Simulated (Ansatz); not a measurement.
GeMeF3 (CH₃F₃Ge), relaxed as a singlet with RKS PBE0-D4/def2-SVP in Ansatz, starting from the GFN2-xTB geometry. Force threshold 0.02 eV/Å.

Start:

```xyz
8

Ge    0.213    0.253   -0.768
C    -0.288   -0.342    1.037
H    -0.619   -1.375    0.991
H    -1.092    0.287    1.408
H     0.575   -0.260    1.692
F     0.703    1.897   -0.902
F    -1.017    0.133   -1.965
F     1.524   -0.593   -1.493
```

(1) Estimate the energy that the relaxation releases and the steps that it takes.

(2) Does the start keep its bonding and symmetry?

(3) Predict the relaxed structure.

Results:

(1) 0.07 eV, in 5 steps; 11 s on 4 threads of Arm Neoverse V1 on a shared host. No frequencies were taken in this run, so the end may be a saddle point.

(2) By distances, no bond broke or formed. The bond that changes most is Ge1–C2, from 1.97 to 1.91 Å (atoms count from 1). Point group C3 at the start, C3 at the end, both within 0.05 Å.

(3) 
```xyz
8

Ge    0.2136    0.2532   -0.7680
C    -0.2739   -0.3247    0.9852
H    -0.6029   -1.3719    0.9447
H    -1.0921    0.3041    1.3611
H     0.5945   -0.2369    1.6518
F     0.6978    1.9007   -0.8299
F    -1.0624    0.1091   -1.9098
F     1.5255   -0.6337   -1.4351
```
Bond lengths: 3 × F–Ge 1.72 Å; 1 × C–Ge 1.91 Å; 3 × C–H 1.10 Å.
